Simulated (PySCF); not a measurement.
Members of one family of related compounds. Method: PySCF 2.14.0, density-fitted response routines, TDDFT B3LYP/def2-SVPD, vertical, gas phase, core orbitals frozen in the response, def2 core potentials past Kr. Geometries: PBE0-D3(BJ)/def2-SVP; one conformer of each isolated species. Triplets are in the Tamm–Dancoff approximation. Atoms past krypton carry core potentials; spin–orbit coupling is left out.

Problem. Rank by computed lowest singlet excitation energy, highest first.
A. `[H][In]([H])[N]=C=S`
B. `N#[C][InH2]`
C. `[H][In]([H])[NH2]`
D. `[H][In]([H])[S]C`
E. `[F][InH2]`
F. `[SiH3][InH2]`
G. `[InH2][CH2]C(C)C`
H. `[H][In]([H])[O]C`

Solution. E (5.26 eV), C (4.91 eV), B (4.78 eV), H (4.36 eV), D (4.19 eV), G (4.04 eV), F (3.84 eV), A (3.12 eV).

| SMILES | S1 (eV) | first f ≥ 0.01 (nm) | LUMO (eV) | T1 (eV) | f (S1) | S1 mainly |
| --- | --- | --- | --- | --- | --- | --- |
| [H][In]([H])[F] | 5.26 | 193 | -2.23 | 4.93 | 0.000 | H→L (100%) |
| [H][In]([H])[NH2] | 4.91 | 252 | -1.41 | 3.85 | 0.077 | H→L (97%) |
| [H][In]([H])[C]#N | 4.78 | 220 | -2.95 | 4.49 | 0.000 | H→L (99%) |
| [H][In]([H])[O]C | 4.36 | 273 | -1.87 | 3.88 | 0.001 | H-1→L (100%) |
| [H][In]([H])[S]C | 4.19 | 296 | -1.88 | 3.47 | 0.052 | H→L (94%) |
| [H][In]([H])[CH2]C(C)C | 4.04 | 193 | -1.82 | 3.78 | 0.000 | H→L (100%) |
| [H][In]([H])[SiH3] | 3.84 | 200 | -2.40 | 3.36 | 0.001 | H→L (100%) |
| [H][In]([H])[N]=C=S | 3.12 | 343 | -2.69 | 3.06 | 0.000 | H→L (99%) |

H and L stand for HOMO and LUMO.

- `[H][In]([H])[F]`: Löwdin shares by element: HOMO hydrogen 45%, indium 30%, fluorine 24%; LUMO indium 74%, hydrogen 18%, fluorine 8%.
- `[H][In]([H])[NH2]`: Löwdin shares by element: HOMO nitrogen 71%, hydrogen 17% or more, indium 12%; LUMO indium 70%, hydrogen 18% or more, nitrogen 11%.
- `[H][In]([H])[C]#N`: Löwdin shares by element: HOMO hydrogen 36%, indium 25%, nitrogen 22% (atoms not listed hold the other 18%); LUMO indium 67%, hydrogen 15%, carbon 13%.
- `[H][In]([H])[O]C`: Löwdin shares by element: HOMO oxygen 64%, carbon 16%, hydrogen 14% or more; LUMO indium 70%, hydrogen 18% or more, oxygen 12%.
- `[H][In]([H])[S]C`: Löwdin shares by element: HOMO sulfur 73%, carbon 12%, indium 10%; LUMO indium 66%, hydrogen 17% or more, sulfur 16%.
- `[H][In]([H])[CH2]C(C)C`: Löwdin shares by element: HOMO carbon 45% or more, indium 23%, hydrogen 8% or more (atoms not listed hold the other 24%); LUMO indium 64%, hydrogen 15% or more, carbon 6% or more.
- `[H][In]([H])[SiH3]`: Löwdin shares by element: HOMO silicon 35%, indium 32%, hydrogen 17% or more (atoms not listed hold the other 15%); LUMO indium 68%, silicon 15%, hydrogen 14% or more.
- `[H][In]([H])[N]=C=S`: Löwdin shares by element: HOMO sulfur 58%, nitrogen 20%, carbon 18%; LUMO indium 68%, hydrogen 16%, nitrogen 7%.
